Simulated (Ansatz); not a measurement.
Gas-phase electronic energies from Ansatz, PBE0-D4/def2-TZVP geometries. CCSD(T)/CBS is the MP2 limit (def2-TZVPP, def2-QZVPP) plus CCSD(T) − MP2 in def2-TZVPP, frozen cores. DFT in def2-TZVPP. def2 core potentials past Kr. For Ga, Sn outer-core shells are correlated without core-valence functions, which leaves a few kJ/mol of doubt a bond. Scalar relativity is left out up to krypton. Each species was taken in one conformer, which may not be the lowest.

`C#[C][GaH][SH]` + `[NH2][SnH3]` → `C#C[NH][SnH3]` + `[SH][GaH2]`  (substitution at a C–Ga bond)

(1) Is it downhill or uphill in electronic energy at CCSD(T)/CBS, and by how much? (An estimate is asked.)

(2) What do these levels give: LDA (SPW92), r2SCAN-D4, r2SCAN0-D4, B2PLYP, r2SCAN, CAM-B3LYP, LC-ωPBE, RPA@PBE/def2-TZVPP, HF/def2-SVP, MP2/def2-SVP, CCSD(T)/def2-TZVPP, HF/def2-QZVPP? (Estimate.)

Largest T1 diagnostic among the species: 0.014.

Results:

(1) Computed: Uphill: ΔE = +21.0 kcal/mol.

(2) The calculation gave: LDA (SPW92) 11.1, r2SCAN-D4 16.6, r2SCAN0-D4 16.6, B2PLYP 18.6, r2SCAN 16.7, CAM-B3LYP 16.0, LC-ωPBE 16.0, RPA@PBE/def2-TZVPP 21.5, HF/def2-SVP 14.2, MP2/def2-SVP 16.6, CCSD(T)/def2-TZVPP 21.3, HF/def2-QZVPP 18.1 kcal/mol.

In def2-TZVPP, CCSD(T) changes the Hartree–Fock value by +2.9 kcal/mol (the triples alone add +0.4 kcal/mol) and MP2 by +3.4 kcal/mol. Leaving LDA and LC-ωPBE aside and taking each functional with its dispersion term where it has one, the values, not all of them listed here, spread over 3.9 kcal/mol, from PBE-D4 to B2PLYP. LDA lies −3.8 kcal/mol from PBE without D4. At CCSD(T), def2-SVP lies −4.8 kcal/mol from the extrapolated value and def2-TZVPP +0.3 kcal/mol.
